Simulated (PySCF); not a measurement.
C₇H₃N₃Se.
Numbering: `[N:1]#[C:2][c:3]1[cH:4][cH:5][cH:6][c:7]2[se:8][n:9][n:10][c:11]12` (hydrogens: H12 on C4; H13 on C5; H14 on C6)

Computed with PBE0-D3(BJ)/def2-SVP geometry optimisation, gas phase (PySCF 2.14.0).

(1) Give the optimised bond lengths and angles.

Results:

(1) 
```
   bond  length (bohr)
  N1≡C2          2.190
  C2–C3          2.702
  C3–C4          2.632
  C4–C5          2.650
  C5–C6          2.622
  C6–C7          2.648
 C7–Se8          3.493
 Se8–N9          3.666
 N9–N10          2.332
N10–C11          2.601
 C3–C11          2.667
 C7–C11          2.671
 C4–H12          2.061
 C5–H13          2.064
 C6–H14          2.062
```

A selection of angles:
```
     angle  degrees
  N1–C2–C3    177.8
  C2–C3–C4    120.9
 C2–C3–C11    120.7
 C4–C3–C11    118.5
  C3–C4–C5    120.5
 C3–C4–H12    119.2
 C5–C4–H12    120.3
  C4–C5–C6    121.6
 C4–C5–H13    119.1
 C6–C5–H13    119.4
  C5–C6–C7    118.8
 C5–C6–H14    120.3
 C7–C6–H14    120.9
 C6–C7–Se8    131.1
 C6–C7–C11    120.0
Se8–C7–C11    108.8
 C7–Se8–N9     85.8
Se8–N9–N10    111.5
N9–N10–C11    118.4
C3–C11–N10    123.8
 C3–C11–C7    120.7
C7–C11–N10    115.5
```

The 7 C–C bonds span 1.388 Å (C5–C6, aromatic) to 1.430 Å (C2–C3, drawn single), a spread of 0.042 Å. The 5-membered ring C7–Se8–N9–N10–C11 has internal angles of 85.8° to 118.4° (sum 540°, against 540° for a flat polygon); it is planar, 0.00 Å rms from its mean plane, widest ring torsion 0°. The 11 heavy atoms lie in one plane (0.000 Å rms). N10 (pyridine-type nitrogen) is bent (angle 118.4°). N9 (pyridine-type nitrogen) is bent (angle 111.5°). Se8 (selenium bonded to C and N) is bent (angle 85.8°). The 2 C–N bonds span 1.159 Å (N1≡C2, drawn triple) to 1.377 Å (N10–C11, aromatic), a spread of 0.218 Å.

Point group: Cs (tolerance 0.08 Å). No frequency check.
